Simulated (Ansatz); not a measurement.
Cost and result for the atomization energy of CH5ClGeOS (`O[CH](Cl)[GeH2][SH]`) (10 atoms, 9 bonds).

```xyz
10

O     0.8854   -0.6315    1.2222
C     0.7760   -0.5686   -0.1485
Cl    2.3400   -0.0750   -0.9337
Ge   -0.5720    0.8058   -0.6103
S    -2.5213    0.1975    0.2603
H     1.4555   -1.3676    1.4704
H     0.5417   -1.5341   -0.6025
H    -0.7741    0.8423   -2.1282
H    -0.0868    2.1468   -0.0463
H    -2.0445    0.1845    1.5166
```

The species carries charge 0 and has multiplicity 1. Correlated methods include outer-core shells of Ge, which these sets cover unevenly. Scalar relativity is left out up to krypton. The structure was optimised at the PBE0-D4/def2-TZVP level. It is one conformer, not always the lowest. Program: Ansatz. All runs use 4 threads of an Arm Neoverse V2 on a shared host. Times are those of one run each, without the atoms' runs, and a repeat can differ threefold. Electronic energies, without spin–orbit coupling; frozen cores. CCSD(T)/CBS adds CCSD(T) − MP2 in def2-TZVPP to the MP2 limit, and its time is that of the two runs behind it. T1 = 0.011. With those shells the extrapolation isn't a true limit. B3LYP takes the VWN-RPA correlation (the form of Gaussian; ORCA's B3LYP/G).

CCSD(T)/CBS is a level of theory with its own doubt, some kJ/mol a heavy atom from the limit and from the frozen cores, so smaller differences don't rank the functionals.

| level | functions | wall time | atomization (kcal/mol) | difference from CCSD(T)/CBS | per bond |
| --- | --- | --- | --- | --- | --- |
| revPBE-D4/def2-TZVPP | 264 | 2.4 s | 748.4 | -8.2 | -0.9 |
| BLYP-D4/def2-TZVPP | 264 | 2.5 s | 747.1 | -9.5 | -1.1 |
| BHLYP-D4/def2-TZVPP | 264 | 4.5 s | 722.1 | -34.5 | -3.8 |
| CAM-B3LYP-D4/def2-TZVPP | 264 | 5 s | 750.4 | -6.2 | -0.7 |
| B3LYP-D4/def2-TZVPP (with forces) | 264 | 6.5 s | 747.1 | -9.5 | -1.1 |
| r2SCANh-D4/def2-TZVPP | 264 | 7.5 s | 751.6 | -5.0 | -0.6 |
| B2PLYP/def2-TZVPP | 264 | 7.5 s | 739.6 | -17.0 | -1.9 |
| PBE-QIDH/def2-TZVPP | 264 | 7.5 s | 747.9 | -8.7 | -1.0 |
| CCSD(T)/def2-SVP | 121 | 10 s | 698.6 | -58.0 | -6.4 |
| B97M-V/def2-TZVPP | 264 | 11 s | 760.0 | 3.4 | 0.4 |
| MP2/def2-QZVPP | 493 | 28 s | 760.4 | 3.8 | 0.4 |
| CCSD(T)/def2-TZVPP | 264 | 5.2 min | 735.1 | -21.5 | -2.4 |
| CCSD(T)/CBS(def2) | – | 5.7 min | 756.6 | 0.0 | 0.0 |

At CCSD(T), def2-SVP lies −58.0 kcal/mol from the extrapolated value and def2-TZVPP −21.5 kcal/mol: correlation converges slowly with the basis, and small sets miss more of it in the bonded molecule than in its fragments. From PBE to PBE0 (25 % exact exchange), in def2-TZVPP and without D4, the atomization energy moves by −15.5 kcal/mol: exact exchange takes away binding that semilocal exchange gives to molecules. Leaving LDA and LC-ωPBE aside and taking each functional with its dispersion term where it has one, the values, not all of them listed here, spread over 47.5 kcal/mol, from BHLYP-D4 to PBE-D4. LDA lies +119.3 kcal/mol from PBE without D4, its usual overbinding.

For some Ge, Se and Sn compounds the MP2-based and the directly extrapolated limit differ by 10 to 25 kJ/mol.
